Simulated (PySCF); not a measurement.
Compound: C5H10NOSi (doublet state).
Geometry (GFN2-xTB, Å), atoms numbered from 1 in this order:
```xyz
18
C5H10NOSi angstrom
C      1.9839    0.4603   -0.3959
C      0.7998    0.0012    0.4596
C      0.4937   -1.4381    0.2384
C     -0.9220   -1.8190    0.2927
Si    -1.8078   -0.2391   -0.3671
N     -0.4244    0.7250    0.1224
C     -0.5710    2.0504    0.1607
O     -1.5946    2.5873   -0.2012
H      2.2090    1.5100   -0.2240
H      2.8631   -0.1291   -0.1479
H      1.7512    0.3230   -1.4495
H      1.0334    0.2073    1.5202
H      1.2259   -2.0569   -0.2476
H     -1.1183   -2.7456   -0.2387
H     -1.2646   -1.9590    1.3242
H     -1.9720   -0.2060   -1.8169
H     -2.9861    0.1154    0.4088
H      0.2922    2.6190    0.5502
```

The hyperfine couplings belong to this conformer and change with its torsions.

Identity: `C[C@@H]1[CH]C[SiH2]N1C=O` [radical].

Level of theory: UKS B3LYP, pcH-1 on C H N O Si, non-relativistic, mean-field spin-orbit, GIAO in PySCF 2.14.0. Geometry: GFN2-xTB, one conformer, isolated molecule. The geometry wasn't refined by DFT: couplings that depend on bond lengths, twists or pyramidal angles can differ widely from those at the functional's own minimum. No stability test was run, so a lower SCF solution isn't excluded.

**Question.** Break the g tensor into its mass correction, gauge correction and orbital-Zeeman/spin–orbit terms.

**Answer.** 
| Δg (ppm) | 1 | 2 | 3 |
| --- | --- | --- | --- |
| relativistic mass correction | -146 | -146 | -146 |
| gauge correction | 15 | 26 | 35 |
| orbital Zeeman/spin–orbit | -228 | 447 | 692 |
| total | -359 | 327 | 580 |

So g = 2.00196, 2.00265, 2.00290 and g_iso = 2.00250; the tensor is rhombic: the two nearest values differ by 27 % of g3 − g1. Axes: g2 points within 15° of the C3–C4 bond.

**Question.** How much does each term add to the isotropic shift?

**Answer.** The orbital-Zeeman/spin–orbit term 303, the mass correction -146 and the gauge correction 25 ppm, for a total of 183 ppm. The orbital-Zeeman/spin–orbit term is the largest in size. The mass correction is the same along every axis, so the anisotropy comes from the other two: their spans along these axes are 19 (gauge) and 920 ppm (orbital Zeeman/spin–orbit).

**Question.** What are the electron Larmor frequencies g μB B/h along the three axes at 3350 mT?

**Answer.** 93.8668, 93.8989, 93.9108 GHz for g1, g2 and g3, a range of 44.0 MHz.

**Question.** What effective moment and Curie constant follow for a powder?

**Answer.** With the mean of g² = 4.0100 and S(S+1) = 0.75: μ_eff = √(⟨g²⟩S(S+1)) = 1.734 μB and χT = 0.12505·⟨g²⟩·S(S+1) = 0.376 cm³ K/mol (cgs; spin-Hamiltonian part alone).

**Question.** In a frozen sample, at which fields do the three g values resonate at 9.5, 34, 94 and 263 GHz (hyperfine left aside), and which band first spreads them over more than twice a line width of 0.5 mT?

**Answer.** 
```json
{"band": "X", "GHz": "9.5", "B(g3) mT": "338.89", "B(g2) mT": "338.93", "B(g1) mT": "339.04", "spread mT": "0.16"}
{"band": "Q", "GHz": "34.0", "B(g3) mT": "1212.85", "B(g2) mT": "1213.01", "B(g1) mT": "1213.42", "spread mT": "0.57"}
{"band": "W", "GHz": "94.0", "B(g3) mT": "3353.18", "B(g2) mT": "3353.61", "B(g1) mT": "3354.76", "spread mT": "1.57"}
{"band": "J", "GHz": "263.0", "B(g3) mT": "9381.78", "B(g2) mT": "9382.96", "B(g1) mT": "9386.18", "spread mT": "4.40"}
```

The spread grows in proportion to the frequency. W band is the first where it exceeds 1.0 mT.

The Mulliken spin populations are largest on C3 (+0.98), C4 (-0.08) and H15 (+0.06). C3 is the only atom above +0.15. The angles at C3 add up to 357.0°, so it is nearly planar; its axial dipolar tensor and the negative coupling of its proton fit spin in a p orbital normal to that plane.

The HOMO–LUMO gaps are 5.59 eV among the α and 5.18 eV among the β orbitals.

On one thread of an Arm Neoverse V1 (shared host), this took 1.9 min of wall time (with the writing of density and orbital grids) and 0.96 GiB of memory at its peak.
